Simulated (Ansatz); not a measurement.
```yaml
crystal:
  periodic: [false, false, false]
  atoms:
    - {symbol: Ga, position_ang: [-0.000244, 0.000069, -0.000201]}
    - {symbol: Br, position_ang: [2.283517, -0.027092, 0.012774]}
    - {symbol: Br, position_ang: [-1.118234, 1.991418, -0.016859]}
    - {symbol: Br, position_ang: [-1.165028, -1.964396, 0.004286]}
basis:
  gaussian: {orbitals: def2-TZVPP}
hamiltonian: {xc: {name: revPBE}}
scf: {lower_state_search: off}
output: {forces: true}
```

```sh
$ ansatz run in.yaml --threads 2 --pin off --events-out ev --progress --plain --max-ram 32768MiB --backend cpu
```

Shortened log:

```
Functional definition: revPBE
1496 factors; their error is unknown
mean field evaluation 1: about -262498.3251 eV, gradient 3.6e1 eV
mean field evaluation 2: about -262495.5091 eV, gradient 6.1e1 eV
mean field evaluation 4: about -262499.8196 eV, gradient 2.9e0 eV
mean field evaluation 8: about -262499.8408 eV, gradient 1.3e-1 eV
mean field evaluation 16: about -262499.7639 eV, gradient 5.5e-5 eV
mean field -262499.76389103 eV, -9646.6883942647 hartree, gradient 4.5e-6 eV, S^2 0.000000; 0 other end points of the search recorded, 0 dependent functions left out
reference -262499.76393576 eV, -9646.6883959087 hartree; 68, 68 occupied and 124, 124 virtual orbitals, 1496 factors
Total energy: -262499.76393576 eV, -9646.6883959087 hartree
Atom 0 at    -0.000244     0.000069    -0.000201 Å, force     0.002203    -0.000614     0.000562 eV/Å
Atom 1 at     2.283517    -0.027092     0.012774 Å, force     0.154841    -0.001688     0.000679 eV/Å
Atom 2 at    -1.118234     1.991418    -0.016859 Å, force    -0.076967     0.136163    -0.001342 eV/Å
Atom 3 at    -1.165028    -1.964396     0.004286 Å, force    -0.080077    -0.133861     0.000102 eV/Å
Dipole moment:    -0.000369     0.000103    -0.000128 e Å
Checks for a lower state left out: stability, starts, cluster_reference, orbital_swaps, neighbouring_geometries, increment
```

It took 2.2 s on 2 threads of AMD EPYC 7R13 on a shared host.
